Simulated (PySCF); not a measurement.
A geometry optimisation on `O[SiH2][TeH]`.

Method: PBE0-D3(BJ)/def2-SVP geometry optimisation, gas phase, def2 core potentials past Kr (PySCF 2.14.0). Start geometry: GFN2-xTB. The input is one job of a driver script: a line of settings, then coordinates in Å.

Input:
```
{"job": {"xc": "PBE0", "basis": "def2-SVP", "d3": "d3bj", "grid": 1, "maxiter": 30, "shake": 0.01, "kind": "geom"}, "charge": 0, "multiplicity": 1}
O     -1.055150    -1.044780    -0.209610
Si    -0.276990     0.380670    -0.045230
Te     1.983860    -0.057120    -0.908930
H     -1.960320    -1.099010     0.026290
H     -0.914980     1.405160    -0.868610
H     -0.305880     0.811080     1.349260
H      2.563410    -0.425100     0.606890
```

Task: What does the run print?

Result: 
```
step   0  E = -634.83849789  max force = 0.027514
step   1  E = -634.84231609  max force = 0.005745
step   2  E = -634.84241814  max force = 0.000863
step   3  E = -634.84244536  max force = 0.001038
step   4  E = -634.84246664  max force = 0.001015
step   5  E = -634.84249277  max force = 0.000798
step   6  E = -634.84252506  max force = 0.001357
step   7  E = -634.84254988  max force = 0.001130
step   8  E = -634.84256931  max force = 0.000581
step   9  E = -634.84259131  max force = 0.000705
step  10  E = -634.84262702  max force = 0.001802
step  11  E = -634.84269406  max force = 0.002937
step  12  E = -634.84274188  max force = 0.002385
step  13  E = -634.84278432  max force = 0.000284
step  14  E = -634.84278615  max force = 0.000505
step  15  E = -634.84279407  max force = 0.000268
optimisation converged
```

Energies in Eh; «max force» is the largest Cartesian gradient component in Eh/bohr.

Task: Give the first gradient maximum in eV/Å.

Result: With 1 Eh/bohr = 51.422 eV/Å, 1.415 eV/Å.

Summary of the converged run: final energy -634.84279 Eh after 15 steps; dipole 2.01 D.

Task: Where do the atoms end?

Result: 0.275 Å rms from the input after alignment:
```
atom  x, y, z in Å
O1    -1.1917   -0.9174   -0.2335
Si2   -0.2548    0.4556   -0.1436
Te3    2.1008   -0.0590   -0.7619
H4    -1.9017   -0.9884    0.4118
H5    -0.6653    1.4913   -1.1366
H6    -0.3402    1.0220    1.2374
H7     2.2869   -1.0332    0.5757
```

On one thread of an Intel Xeon Platinum 8488C, shared host, this took 33 s wall and 0.35 GiB of memory at its peak.
Labels such as C1 count atoms from 1, the log's own numbers from 0.
